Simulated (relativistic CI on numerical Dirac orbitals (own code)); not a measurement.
Charge states of barium

Calculated at this level of theory: Dirac-Coulomb-Breit CI, KLI orbitals optimised for each configuration, model QED, valence Slater integrals scaled by 0.9 (own radial code, finite nucleus).

Each species is treated in one configuration, given outside its closed core. Radial values are for the open shell of highest l, unscaled and averaged over j; ζ includes the Breit term. Labels give the leading LS character, summed over repeated terms.

| Ion | Configuration | Its lowest level | LS weight (%) | g_J | g√(J(J+1)) | ⟨r⟩ (bohr) | ⟨r²⟩ (bohr²) | ζ (cm⁻¹) |
| --- | --- | --- | --- | --- | --- | --- | --- | --- |
| Ba24+ | 3d10 4s2 4p2 | ? | ? | ? | ? | ? | ? | ? |
| Ba25+ | 3d10 4s2 4p | 2P°_1/2 | 100 | 0.663 | 0.57 | 0.6167 | 0.4293 | 115000 |
| Ba26+ | 3d10 4s2 | 1S_0 | 100 |  | 0.00 |  |  |  |
| Ba27+ | 3d10 4s | 2S_1/2 | 100 | 1.999 | 1.73 | 0.5913 | 0.3925 |  |
| Ba28+ | 3d10 | 1S_0 | 100 |  | 0.00 |  |  |  |
| Ba29+ | 3d9 | 2D_5/2 | 100 | 1.195 | 3.54 | 0.2549 | 0.07595 | 52680 |
| Ba30+ | 3d8 | 3F_4 | 93 | 1.226 | 5.48 | 0.2519 | 0.0741 | 54110 |
| Ba31+ | 3d7 | 4F_9/2 | 72 | 1.260 | 6.27 | 0.2491 | 0.07233 | 55570 |
| Ba32+ | 3d6 | 5D_4 | 54 | 1.342 | 6.00 | 0.2463 | 0.07064 | 57070 |
| Ba33+ | 3d5 | J = 5/2 (mixed) | 41 | 1.620 | 4.79 | 0.2436 | 0.06901 | 58590 |
| Ba34+ | 3d4 | 3P_0 | 53 |  | 0.00 | 0.241 | 0.06744 | 60150 |
| Ba35+ | 3d3 | 4F_3/2 | 61 | 0.611 | 1.18 | 0.2384 | 0.06594 | 61750 |
| Ba36+ | 3d2 | 3F_2 | 80 | 0.736 | 1.80 | 0.2359 | 0.06449 | 63380 |
| Ba37+ | 3d | 2D_3/2 | 100 | 0.793 | 1.54 | 0.2335 | 0.0631 | 65040 |
| Ba38+ | 3s2 3p6 | 1S_0 | 100 |  | 0.00 |  |  |  |
| Ba39+ | 3s2 3p5 | 2P°_3/2 | 100 | 1.327 | 2.57 | 0.259 | 0.07749 | 498100 |
| Ba40+ | 3s2 3p4 | 3P_2 | 71 | 1.350 | 3.31 | 0.2573 | 0.07645 | 506100 |
| Ba41+ | 3s2 3p3 | J = 3/2 (mixed) | 45 | 1.385 | 2.68 | 0.2556 | 0.07543 | 514100 |
| Ba42+ | 3s2 3p2 | 3P_0 | 72 |  | 0.00 | 0.2539 | 0.07444 | 522200 |
| Ba43+ | 3s2 3p | 2P°_1/2 | 100 | 0.656 | 0.57 | 0.2522 | 0.07347 | 530400 |
| Ba44+ | 3s2 | 1S_0 | 100 |  | 0.00 |  |  |  |
| Ba45+ | 3s | 2S_1/2 | 100 | 1.992 | 1.73 | 0.2576 | 0.07559 |  |
| Ba46+ | 2s2 2p6 | 1S_0 | 100 |  | 0.00 |  |  |  |
| Ba47+ | 2s2 2p5 | 2P°_3/2 | 100 | 1.314 | 2.55 | 0.09296 | 0.0105 | 2.116e+06 |

**Question.** Fill in the row of Ba24+.

**Answer.** Its lowest level 3P_0; LS weight (%) 77; g√(J(J+1)) 0.00; ⟨r⟩ (bohr) 0.6222; ⟨r²⟩ (bohr²) 0.437; ζ (cm⁻¹) 112500.
